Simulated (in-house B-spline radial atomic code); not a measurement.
Ionising Pb IX (Pb8+) with different functionals

Computed with an all-electron radial atomic-structure program (B-spline basis): scalar-relativistic (spin-free X2C) Hamiltonian, Fermi nucleus of rms radius 5.5012 fm, spin-polarised at highest spin, spherical fractional occupations for the functionals, and exact exchange of hybrids averaged over the configuration. The ionisation energy is the difference of two self-consistent energies, [Xe] 4f14 5d6 → [Xe] 4f14 5d5, without Breit or QED terms; ε is the level of the shell that loses the electron (its least bound occupied spin orbital). There is no spin-orbit coupling in this Hamiltonian.

```json
{"method": "PBE0", "rung": "global hybrid", "ΔSCF (eV)": "138.48", "-ε(5d) (eV)": "131.86"}
{"method": "B3LYP", "rung": "global hybrid", "ΔSCF (eV)": "138.74", "-ε(5d) (eV)": "131.53"}
{"method": "TPSSh", "rung": "global hybrid", "ΔSCF (eV)": "138.36", "-ε(5d) (eV)": "130.26"}
{"method": "BHandHLYP", "rung": "global hybrid", "ΔSCF (eV)": "138.48", "-ε(5d) (eV)": "134.25"}
{"method": "r2SCAN0", "rung": "global hybrid", "ΔSCF (eV)": "138.02", "-ε(5d) (eV)": "131.63"}
{"method": "B97-1", "rung": "global hybrid", "ΔSCF (eV)": "138.74", "-ε(5d) (eV)": "131.65"}
{"method": "HSE06", "rung": "range-separated hybrid", "ΔSCF (eV)": "138.39", "-ε(5d) (eV)": "131.36"}
{"method": "wB97X", "rung": "range-separated hybrid", "ΔSCF (eV)": "138.29", "-ε(5d) (eV)": "134.31"}
{"method": "CAM-B3LYP", "rung": "range-separated hybrid", "ΔSCF (eV)": "138.71", "-ε(5d) (eV)": "133.50"}
{"method": "LC-wPBE", "rung": "range-separated hybrid", "ΔSCF (eV)": "138.43", "-ε(5d) (eV)": "134.66"}
```

**Question.** Among the functionals, which spreads more, the ΔSCF values or the orbital energies?

**Answer.** The orbital energies: ΔSCF values span about 0.73 eV and the orbital energies 4.40 eV; here energy differences depend much less on the functional than eigenvalues do.

**Question.** How do they compare with the NIST value?

**Answer.** NIST lists 138 eV ± 2.2 (tabulated theory, ground level to ground level). Errors run from +0.02 to +0.74 eV; all lie within about twice that uncertainty, so the table can't rank the methods.
